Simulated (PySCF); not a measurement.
# Working out the ionisation energy of Zn

Zn [Ar] 3d10 4s2 (1S) → Zn⁺ [Ar] 3d10 4s1 (2S). Calculation: PySCF 2.14, in cc-pVTZ-PP with ECP10MDF (5s5p4d2f1g, 63 functions); scalar relativity through the core potential. Frozen: 3s2 3p6. Energies in hartree (1 hartree = 27.21139 eV):

```csv
part,Zn (lower),Zn⁺ (upper)
UHF,-225.962952,-225.676133
MP2 opposite-spin,-0.336279,-0.300449
MP2 same-spin,-0.184627,-0.174843
```

Task: What does Hartree-Fock give?

Result: (-225.676133) − (-225.962952) = 0.286819 hartree = 7.805 eV.

Task: What do MP2 and SCS-MP2 (6/5 opposite-spin, 1/3 same-spin) give?

Result: The opposite-spin parts differ by 0.975 eV and the same-spin parts by 0.266 eV. MP2: 7.805 + (0.975) + (0.266) = 9.046 eV. SCS-MP2: 7.805 + 1.2 × (0.975) + (0.266)/3 = 9.064 eV.

Measured between the centres of the two terms (NIST): 9.394 eV, so MP2 (valence) is off by -0.348 eV.

What remains against the reference includes basis incompleteness, the frozen core and correlation beyond second order.
